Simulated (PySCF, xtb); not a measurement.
Al(Me)2(vinyl) (C4H9Al), SMILES [Al]([CH3])([CH3])[CH]=C.

xtb 6.7.1 with GFN2-xTB at its own geometry gives an orbital gap of 3.78 eV and a dipole moment of 0.44 D.

Geometry: B3LYP-D3(BJ)/def2-SVP. The structure was generated by enumeration; whether it is a known compound was not checked. One conformer was computed; it need not be the lowest.

What does HF/def2-TZVP run with PySCF give? (The exact figures need the calculation; the answer reports its results.)

gap 12.01 eV (levels -10.05 and 1.96 eV), dipole 0.13 D.
